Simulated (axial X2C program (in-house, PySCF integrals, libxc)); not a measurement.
# Spectroscopic constants of CaC⁺

Calculated with an axial X2C code built on PySCF integrals. Spin-free means the one-electron spin-free X2C Hamiltonian; two-component (2c) means X2C with spin–orbit coupling and atomic mean-field two-electron Coulomb and Gaunt terms, so the difference of the two also holds small scalar two-electron terms. Basis: Ca dyall-cv3z [11s12p6d4f], C dyall-v3z [7s6p2d1f] (cores contracted in-house); Gaussian nuclei, density fitting, unrestricted open shells. Masses: Ca 39.963 u, C 12.000 u.

State, spin-free: M_S = 3/2, Λ = 0 (beyond evenly filled blocks: σα, π+α, π-α); electrons by block: σα: 8, σβ: 7, π+α: 3, π+β: 2, π-α: 3, π-β: 2. Fragments: Ca+ + C.

State, 2c: Ω = 3/2 (⟨Sz⟩ = 1.50, ⟨Lz⟩ = 0.00 at PBE0); electrons by block: 1/2: 10, -1/2: 10, 3/2: 3, -3/2: 2. Fragments: Ca+ + C.

```csv
Hamiltonian,level,Re (Å),ωe (cm⁻¹),ωexe (cm⁻¹),αe (cm⁻¹),De (eV),D0 (eV),k (mdyn/Å),μ (D)
spin-free,CCSD,2.185,589.5,2.75,0.00241,2.06,2.02,1.89,n/a
2c,PBE0,2.159,592.1,2.81,0.0025,2.68,2.64,1.91,-6.82
2c,HF,2.215,594.5,2.52,0.00223,1.55,1.52,1.92,-8.41
2c,MP2,2.174,596.6,2.68,0.00239,2.18,2.14,1.94,n/a
2c,CCSD(T),2.184,587.3,2.79,0.00241,2.11,2.08,1.88,n/a
2c,PBE50,2.156,609.1,2.7,0.00237,2.52,2.48,2.02,-7.31
```

Spin-free values that have a 2c row agree with it to the digits that matter (0.001 Å, 0.01 eV) and are not repeated.

Correlated methods: 13 electrons correlated (number of frozen shells: Ca 2 s, 1 p; C 1 s), 228 virtual spin orbitals or spinors in MP2, 90 natural virtuals in coupled cluster.

Dipoles are positive if C is the positive end and refer to the centre of mass.

Occupations by symmetry block were frozen at the best pattern of an incomplete PBE0 search. Dissociation energies refer to the lowest single-determinant-based atoms at the same level and basis. Density functionals use the spin component along the axis (collinear). CCSD and (T) use frozen natural virtuals with an MP2 correction for the truncation; (T) itself is uncorrected, so its De runs slightly low. The 2c atoms are single determinants rather than J levels; their spin–orbit lowering is only partly caught, and De is too large by that part. This holds for PBE0, MP2, CCSD(T), PBE50. Without a current term, density functionals place determinants with orbital angular momentum somewhat too high. With several unpaired electrons one determinant need not be a pure state. This is the top spin component of a Σ state; components of lower Ω are not single determinants and can lie lower.

No reliable constants came from CCSD (2c): no minimum in range, unconverged points, a curve that is not smooth, a change of character along it, or the two Hamiltonians disagreeing along it.

Rough cost a point (2c) on 1 thread(s) of a shared host, integrals apart: PBE0 0.4 s, HF 0.19 s, CCSD(T) 4 s, PBE50 0.4 s.

The whole task took 94 s on 1 thread of Arm Neoverse V2 (shared host).
